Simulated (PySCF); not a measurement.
# Ionisation energy along the 13-electron series

Calculated with PySCF 2.14 and a two-component X2C-1e Hamiltonian (Gaussian nucleus, no Breit or QED terms), each ion in its own even-tempered basis scaled to its charge; GMP2 freezes 1s2 and drops the highest virtual spinors. Values in eV. NIST values: (m) measured, (s) semi-empirical, (t) theoretical.

```csv
ion,configuration,GHF (spin-free),GMP2 (spin-free),GHF (screened spin-orbit),GMP2 (screened spin-orbit),NIST
Mo²⁹⁺,[Ne] 3s2 3p1,1583.2,1583.7,1601.0,1601.4,1587 ± 8 (s)
Tc³⁰⁺,[Ne] 3s2 3p1,1684.6,1685.0,1704.5,1704.9,1689 ± 8 (s)
Ru³¹⁺,[Ne] 3s2 3p1,1789.1,1789.5,1811.3,1811.6,1794 ± 8 (s)
```

Between Z = 42 and Z = 44 the GMP2 (screened spin-orbit) value grows as Z to the power 2.65.
